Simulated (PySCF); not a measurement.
Two-component Hartree-Fock for Tc(16+) (technetium, charge +16)

Start: [Ar] 3d9; 3d3/2 filled at m_j = -3/2, -1/2, +1/2, +3/2; 3d5/2 filled at m_j = -3/2, -1/2, +1/2, +3/2, +5/2. Calculated with PySCF 2.14 in an uncontracted even-tempered set (17 s from 1.5 bohr⁻², ratio 2.8; 13 p from 1.9 bohr⁻², ratio 2.8; 8 d from 1.9 bohr⁻², ratio 2.8; 4 f from 9.9 bohr⁻², ratio 3): generalised Hartree-Fock with the X2C-1e Hamiltonian and a Gaussian nucleus; one run each with spin-orbit coupling (SO) switched off, then screened by Boettger's factors.

```tsv
spinor shell	electrons	ε, spin-free (eV)	ε, screened SO (eV)	weight of nominal j (screened SO)	rms radius, screened SO (bohr)
1s1/2	2	-21579.4	-21578.2	1.000	0.0394
2s1/2	2	-3505.7	-3505.2	1.000	0.162
2p1/2	2	-3175.5	-3258.2	1.000	0.141
2p3/2	4	-3175.5	-3136.6	1.000	0.145
3s1/2	2	-952.26	-952.14	1.000	0.436
3p1/2	2	-840.33	-857.08	0.992	0.430
3d3/2	4	-665.48	-668.62	0.944	0.413
3d5/2	5	-665.48	-663.14	0.955	0.416
```

Problem. Where does 3p3/2 lie, and what is the 3p spin-orbit splitting (screened SO)?

Solution. At -832.39 eV, 24.693 eV above 3p1/2.

```csv
quantity,spin-free,screened SO
E (hartree),-4180.08987,-4180.69611
M_J,5/2,5/2
⟨J²⟩,8.751,8.751
⟨L²⟩,6.001,6.007
⟨S²⟩,0.750,0.756
```

Each row is a mean over spinors that exchange with the open shell spreads, by up to 14.163 eV (3p3/2).

Breit and QED terms are absent; they matter most for the inner s and p1/2 levels.

Densities and radii are taken from the X2C orbitals without a picture-change correction, which distorts them close to the nucleus.

Without spin-orbit coupling the j labels of p, d and f shells carry no meaning; the spin-free column gives the mean over the occupied spinors of each nl shell.
